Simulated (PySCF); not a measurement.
H2PdS, singlet: data card

Level of theory: PBE0 in PySCF with Pd def2-TZVP with ECP28, S def2-TZVP, H def2-TZVP; scalar-relativistic core potentials, no spin–orbit coupling; density-fitted integrals.

The structure is a minimum.

```
Point group                                                                   : Cs
Bond lengths                                                                  : Pd–S 2.186 Å, S–H 1.352 Å (×2)
Bond angles                                                                   : H–S–H 91.3°, H–S–Pd 106.1° (×2)
Principal quadrupole moments (Buckingham, traceless) about the centre of mass : -5.42, -1.20, 6.62 D Å
Highest occupied level                                                        : -5.31 eV
Heat capacity Cp at 298.15 K                                                  : 51.9 J/(mol K)
Rotational constants                                                          : 5.145, 0.1325, 0.132 cm⁻¹
Entropy at 298.15 K and 1 bar                                                 : 275.8 J/(mol K)
Zero-point energy                                                             : 46.2 kJ/mol
Rotational symmetry number                                                    : 1
Enthalpy at 298.15 K above 0 K                                                : 12.25 kJ/mol
Dipole moment                                                                 : 0.98 D
Lowest empty level                                                            : -1.31 eV
Principal polarisabilities                                                    : 46.5, 47.4, 58.4 bohr³
Atomisation energy without zero-point energy                                  : 870 kJ/mol
```

Harmonic modes (masses in u: Pd 105.903, S 31.972, H 1.008):
```csv
symmetry,ω (cm⁻¹),IR (km/mol),μ (u)
a',336,11.3,16.61
a',458,12.5,1.10
a'',480,10.5,1.04
a',1198,11.2,1.04
a',2624,22.9,1.03
a'',2624,0.1,1.04
```

Charges (e):
```
atom  Mulliken  Löwdin  polar tensor  Mayer order to Pd1
 Pd1      0.01   -0.35         -0.14                   –
  S2     -0.37    0.23          0.12                0.85
H3,4      0.18    0.06          0.01                0.02
```
Other Mayer orders above 0.3: S–H 0.92 (×2).

Mulliken populations on Pd1 (electrons outside its core potential): s 2.39, p 6.04, d 9.56, f 0.00.

Outer orbital energies (eV). occupied: -12.77, -11.57, -9.18, -6.25, -5.99, -5.72, -5.71, -5.31; empty: -1.31, 0.02, 0.51, 0.65.

Stability towards spin polarisation was not tested. This need not be the most stable arrangement of these atoms.

The final relaxation and frequency run took 47 s on 2 threads of a shared Intel Xeon Platinum 8259CL @ 2.50GHz (Skylake/Cascade Lake) host, with 89 basis functions and 14 gradients; the process peaked at 1 GiB. Launch command: `OMP_NUM_THREADS=2 python axn.py task.json out`.
